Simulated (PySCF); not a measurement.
SMILES C[CH](C)[Be][CH](C)C (C6H14Be) (GFN2-xTB optimised geometry):

```
21

Be    -0.148    -0.919     0.000
C      1.586    -0.919     0.000
C      2.314    -1.111     1.340
C      1.850     0.520    -0.494
H      2.110    -1.571    -0.710
H      3.376    -0.877     1.237
H      1.903    -0.459     2.110
H      2.225    -2.138     1.686
H      1.415     0.689    -1.478
H      2.923     0.708    -0.568
H      1.436     1.258     0.191
C     -1.826    -0.461     0.000
C     -2.377    -0.057    -1.379
C     -1.881     0.777     0.919
H     -2.565    -1.159     0.412
H     -3.376     0.374    -1.282
H     -1.742     0.686    -1.858
H     -2.444    -0.919    -2.039
H     -1.576     0.530     1.935
H     -2.896     1.177     0.961
H     -1.231     1.571     0.555
```

Calculation: CAM-B3LYP/def2-SVP (PySCF).

**Question.** What are the frontier orbital energies and the dipole moment?

**Answer.** HOMO-2 -10.43 eV, HOMO-1 -9.03 eV, HOMO -8.46 eV, LUMO 1.07 eV, LUMO+1 1.07 eV; dipole moment 0.21 D.

On the same geometry PBE/def2-SVP run with PySCF gives HOMO-2 -7.60 eV, HOMO-1 -6.31 eV, HOMO -5.78 eV, LUMO -0.70 eV, LUMO+1 -0.62 eV; dipole moment 0.10 D.

Meta-Löwdin charges at CAM-B3LYP/def2-SVP: Be1 1.13, C2 -0.58, C3 -0.28, C4 -0.30, H5 0.08, H6 0.08, H7 0.08, H8 0.09, H9 0.08, H10 0.09, H11 0.08, C12 -0.58, C13 -0.28, C14 -0.29, H15 0.08, H16 0.08, H17 0.08, H18 0.09, H19 0.08, H20 0.09, H21 0.08.
